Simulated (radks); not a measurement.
Results of a calculation; reference values are marked as such.
Question: The mean radii <r> (bohr) of the occupied orbitals of an atom or ion are listed with their occupations. Level of theory: Dirac Kohn-Sham, PBE, spin-unpolarised, spherical densities, finite nucleus; Fermi nuclear charge, rms radius of each element as measured or else 0.836 A^(1/3) + 0.57 fm (a radial shooting solver on a logarithmic mesh with Libxc functionals).

orbital  occ.      <r>
1s1/2       2  0.02781
2s1/2       2   0.1194
2p1/2       2   0.1008
2p3/2       4   0.1064
3s1/2       2   0.3218
3p1/2       2   0.3122
3p3/2       4   0.3236
3d3/2       4   0.2947
3d5/2       6   0.2983
4s1/2       2   0.7645
4p1/2       2   0.8012
4p3/2       4   0.8296
4d3/2       4   0.9595
4d5/2       6   0.9713
5s1/2       2    1.972
5p1/2       1    2.300
5d3/2       2    3.838

Name the element and its charge. Open shells, if any, fill j = l - 1/2 first.

Answer: Z = 52, tellurium, charge +1: Te+ in [Kr] 4d10 5s2 5p1 5d2. The 1s radius gives Z: for a bare nucleus <r> = (2 gamma + 1)/(2Z) with gamma = sqrt(1 - (Z/c)^2), 0.02741 bohr for Z = 52, and screening makes it slightly larger (0.02781 here). The occupations add up to 51, and the charge is Z minus that.
